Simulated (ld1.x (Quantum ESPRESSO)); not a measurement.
# u(r) = r·R(r): atom against pseudo-atom (Ti (Z = 22))

Columns: radius, all-electron u(r) and pseudo u(r) of the 3p shell (level -38.63 eV) of titanium in the configuration [Ne] 3s2 3p6 3d2 4s2 4p0; BLYP, scalar-relativistic, PAW scheme, ld1.x (Quantum ESPRESSO) 7.5.

```csv
r (bohr),all-electron,pseudo
0.152,0.5199,-0.0460
0.305,0.2402,-0.1744
0.458,-0.3332,-0.3560
0.610,-0.7622,-0.5492
0.762,-0.9805,-0.7153
0.915,-1.0321,-0.8244
1.068,-0.9807,-0.8605
1.220,-0.8790,-0.8280
1.372,-0.7592,-0.7457
1.525,-0.6390,-0.6379
1.678,-0.5287,-0.5288
1.830,-0.4325,-0.4325
1.982,-0.3506,-0.3506
2.135,-0.2818,-0.2818
2.288,-0.2253,-0.2253
2.440,-0.1796,-0.1796
2.592,-0.1427,-0.1427
2.745,-0.1128,-0.1128
2.898,-0.0890,-0.0890
3.050,-0.0702,-0.0702
3.202,-0.0553,-0.0553
3.355,-0.0434,-0.0434
3.508,-0.0340,-0.0340
3.660,-0.0267,-0.0267
3.812,-0.0209,-0.0209
3.965,-0.0163,-0.0163
```

Q: How many radial nodes do the two functions have?

A: The all-electron 3p function has n − l − 1 = 1; the pseudo-wave has 0, since the states of the same l below it are removed with the core.

Q: At about which radius was the pseudo-wave matched?

A: 1.80 bohr, where the columns begin to agree (steps of 0.15 bohr).

Q: Is the pseudo-wave norm-conserving?

A: No, it belongs to a PAW set: the norm inside the radius is not constrained, and the difference is carried by the augmentation charge.
